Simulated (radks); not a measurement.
The numbers below are computed, except where a source is named.
Problem. The mean radii <r> (bohr) of the occupied orbitals of an atom or ion are listed with their occupations. Level of theory: scalar-relativistic Kohn-Sham, PBE, spin-polarised, spherical densities, point nucleus (a radial shooting solver on a logarithmic mesh with Libxc functionals).

| orbital | occ. | <r> |
|---|---|---|
| 1s up | 1 | 0.02363 |
| 1s down | 1 | 0.02363 |
| 2s up | 1 | 0.1010 |
| 2s down | 1 | 0.1010 |
| 2p up | 3 | 0.08880 |
| 2p down | 3 | 0.08880 |
| 3s up | 1 | 0.2664 |
| 3s down | 1 | 0.2662 |
| 3p up | 3 | 0.2646 |
| 3p down | 3 | 0.2644 |
| 3d up | 5 | 0.2418 |
| 3d down | 5 | 0.2416 |
| 4s up | 1 | 0.6075 |
| 4s down | 1 | 0.6072 |
| 4p up | 3 | 0.6434 |
| 4p down | 3 | 0.6431 |
| 4d up | 5 | 0.7074 |
| 4d down | 5 | 0.7074 |
| 5s up | 1 | 1.468 |
| 5s down | 1 | 1.482 |
| 5p up | 3 | 1.719 |
| 5p down | 3 | 1.738 |
| 6s up | 1 | 4.031 |
| 4f up | 4 | 1.091 |
| 6d up | 1 | 11.22 |

Name the element and its charge. Open shells, if any, are filled with parallel spins first.

Solution. Z = 60, neodymium, charge 0: Nd in [Xe] 4f4 6s1 6d1. The 1s radius gives Z: for a bare nucleus <r> = (2 gamma + 1)/(2Z) with gamma = sqrt(1 - (Z/c)^2), 0.02332 bohr for Z = 60, and screening makes it slightly larger (0.02363 here). The occupations add up to 60, and the charge is Z minus that.
